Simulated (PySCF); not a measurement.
How the method moves the HOMO and LUMO of `CB(N)F`

Compound: CH₅BFN.
Z-matrix (Å and degrees, PBE0-D3(BJ)/def2-SVP geometry), rows numbered from 1:
```
C 
B   1  1.5715
N   2  1.3990  1  124.26
F   2  1.3477  1  118.59  3  -179.71
H   1  1.0997  2  114.16  3    -3.34
H   1  1.1021  2  110.13  3  -125.54
H   1  1.1029  2  109.63  3   117.92
H   3  1.0116  2  122.52  1  -179.58
H   3  1.0092  2  122.87  1     0.94
```

Basis pcSseg-2 throughout (PySCF), one geometry. Isolated species at its PBE0-D3(BJ)/def2-SVP geometry, gas phase.

Task: How do the orbital energies, the gap and the dipole change with the method?

Result: 
```tsv
method	kind	HOMO (eV)	LUMO (eV)	gap (eV)	μ (D)	SCF cycles
BLYP	GGA	-6.75	-0.32	6.43	2.16	14
OPBE	GGA	-6.80	-0.17	6.63	2.13	14
B97-D	GGA	-6.83	-0.12	6.71	2.14	14
PBE	GGA	-6.86	-0.27	6.59	2.16	14
KT2	GGA	-6.93	-0.25	6.67	2.14	14
KT3	GGA	-6.93	-0.49	6.43	2.13	15
BP86	GGA	-6.96	-0.11	6.86	2.15	15
LDA	LDA	-7.04	-0.32	6.72	2.21	13
B97-2	global hybrid	-8.02	0.49	8.50	2.18	12
B3LYP	global hybrid	-8.07	0.11	8.18	2.20	13
PBE0	global hybrid	-8.31	0.45	8.76	2.20	12
mPW1PW91	global hybrid	-8.34	0.43	8.77	2.20	12
BHandHLYP	global hybrid	-9.68	0.92	10.59	2.23	12
CAM-B3LYP	range-separated hybrid	-9.79	1.08	10.87	2.22	12
wB97X-D	range-separated hybrid	-10.23	2.17	12.41	2.18	13
LC-wPBE	range-separated hybrid	-11.22	2.27	13.49	2.20	12
HF	Hartree–Fock	-11.84	2.54	14.38	2.23	9
```

The HOMO spans 5.09 eV, from BLYP down to HF, and the gap runs from 6.43 eV (BLYP) to 14.38 eV (HF). Over the methods BLYP (0 %), OPBE (0 %), B97-D (0 %), PBE (0 %), KT2 (0 %), KT3 (0 %), BP86 (0 %), LDA (0 %), B97-2 (21 %), B3LYP (20 %), PBE0 (25 %), mPW1PW91 (25 %), BHandHLYP (50 %), HF (100 %), a straight line through the gap against the share of exact exchange rises by 0.78 eV for each 10 % (correlation coefficient 0.998). The dipole ranges from 2.13 D (OPBE) to 2.23 D (HF). This basis has no diffuse functions.
